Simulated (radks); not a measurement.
Results of a calculation; reference values are marked as such.
Spherical quantum dot in the effective-mass picture: electrons in a hard-walled sphere of radius 3.28, all in effective atomic units (hartree* = m*/eps^2 hartree, bohr* = eps/m* bohr), one dielectric constant everywhere. Level of theory: non-relativistic Kohn-Sham, LDA (Slater exchange, Perdew-Wang correlation), spin-polarised, spherical densities (a radial shooting solver with Libxc functionals). Levels are named by radial order and angular momentum (1s, 1p, 1d, 2s, ...), and open shells are averaged over m.

N = 9, configuration 1s2 1p6 1d(up 1, down 0). This is the lowest configuration that the search found. Occupied and some empty levels:

level,occupation,eigenvalue (hartree*),<r> (bohr*)
1s up,1,4.0267,1.968
1s down,1,4.0491,1.962
1p up,3,4.3496,2.133
1p down,3,4.3743,2.131
1d up,1,4.8447,2.249
1d down,0,4.8705,2.249
1f up,0,5.4873,2.338
2s up,0,5.4904,1.530
2s down,0,5.5027,1.532
1f down,0,5.5137,2.338
2p up,0,6.3573,1.738
2p down,0,6.3726,1.738

Energy (hartree*): total 22.7358, kinetic 8.7699, external 0, Hartree 17.415, exchange-correlation -3.4488.

Electron density:

r (bohr*),n(r) (e/bohr*^3)
0.250,0.02840
0.496,0.03626
0.741,0.04917
0.986,0.06655
1.23,0.08683
1.48,0.1069
1.72,0.1219
1.97,0.1258
2.21,0.1140
2.46,0.08602
2.70,0.04948
2.95,0.01721
3.19,0.001097
